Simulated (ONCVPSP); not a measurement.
## Before and after: ONCV potential for Ce

ONCVPSP 4.0.1 input, shortened (lines: element, Z, core and valence counts, functional; n l f; lmax; l rc ep ncon nbas qcut; lloc lpopt rc5 dvloc0; l nproj debl; icmod fcfact rcfact), PBE, fully relativistic:

```
  Ce 58.00   10    4        4      upf
    1    0    2.00
    2    0    2.00
    2    1    6.00
    3    0    2.00
    3    1    6.00
    3    2   10.00
    4    0    2.00
    4    1    6.00
    4    2   10.00
    4    3    1.00
    5    0    2.00
    5    1    6.00
    5    2    1.50
    6    0    1.50
    2
    0    2.45    0.00    4    7    3.90
    1    2.95    0.00    4    8    3.70
    2    2.65    0.00    4    8    3.50
    4    5    1.95    1.00
    0    2    0.50
    1    2    2.70
    2    2    3.20
    1    0.55    0.00
```

Open shells are filled in proportion to 2j + 1.

All-electron outer shells of the reference configuration (PBE, scalar-relativistic, ld1.x):

```tsv
shell	level (eV)	outermost node (bohr)	outermost maximum (bohr)
5s	-39.75	0.75	1.37
5p	-22.45	0.81	1.55
4f	-4.54	–	0.71
6s	-3.46	1.82	3.82
5d	-2.56	0.92	2.18
```

Change: s: qcut 5.1.

Cutoffs: the cutoffs (Ha) at which the residual kinetic energy of the hardest occupied pseudo-wave falls to 1 and 0.1 mHa per electron; they do not see the model core or the augmentation charge, which bear on the density cutoff. Errors are all-electron minus pseudo energies relative to the spin-unpolarised reference configuration.

Problem. Predict the effect on cutoff, ghosts and configuration errors.

Solution. The potential gets harder (6.4 Ha and 15 Ha → 8.7 Ha and 15 Ha); of the 4 tests that both files solve, the error grows in 0 and shrinks in 1 by more than 15 % and 0.3 meV (median size 5.5 → 5.6 meV); neither file shows a bound ghost. The waves are optimised to have the least kinetic energy above qcut, so the cutoff follows it (qcut²/2 in Ha).

| quantity | base | changed |
| --- | --- | --- |
| cutoff, loose | 6.4 Ha | 8.7 Ha |
| cutoff, tight | 15 Ha | 15 Ha |
| loose cutoff by channel | s 6.4 Ha, p 5.3 Ha, d 5.8 Ha | s 8.7 Ha, p 5.3 Ha, d 5.8 Ha |
| bound ghosts | none | none |
| GHOST(+) flags under 300 eV | s at 99.4 eV | s at 135.5 eV |
| error for 5s2 5p6 5d1 6s2, meV [ΔE -0.40 eV] | -2.3 | -1.8 |
| error for 5s2 5p6 5d1 6s1, meV [ΔE 5.67 eV] | -3.5 | -3.5 |
| error for 5s2 5p6 5d1 6s0, meV [ΔE 16.75 eV] | -14 | -14 |
| error for 5s2 5p6 5d1 6s0 6p2, meV [ΔE 4.58 eV] | +7.5 | +7.7 |
| s: phases at 2.49 bohr within 0.05 rad from the reference energy up to (Ha; the scan ends near 5) | 2.9 | 3.9 |
| p3/2: phases at 3.00 bohr within 0.05 rad from the reference energy up to (Ha; the scan ends near 5) | 3.3 | 3.3 |
| p1/2: phases at 3.00 bohr within 0.05 rad from the reference energy up to (Ha; the scan ends near 5) | 3.3 | 3.3 |
| d5/2: phases at 2.69 bohr within 0.05 rad from the reference energy up to (Ha; the scan ends near 5) | to the end of the scan | to the end of the scan |
| d3/2: phases at 2.69 bohr within 0.05 rad from the reference energy up to (Ha; the scan ends near 5) | to the end of the scan | to the end of the scan |
| rms error of d²Exc/dni dnj with the model core, mHa | 1.95 | 2.14 |

Base: These tests converged, but a pseudo level misses the all-electron one widely, so the file describes the atom poorly there or has found another state: 5s2 5p6 5d1 6s0 6p2: empty 6s by 8.9 eV. Changed file: These tests converged, but a pseudo level misses the all-electron one widely, so the file describes the atom poorly there or has found another state: 5s2 5p6 5d1 6s0 6p2: empty 6s by 8.9 eV.
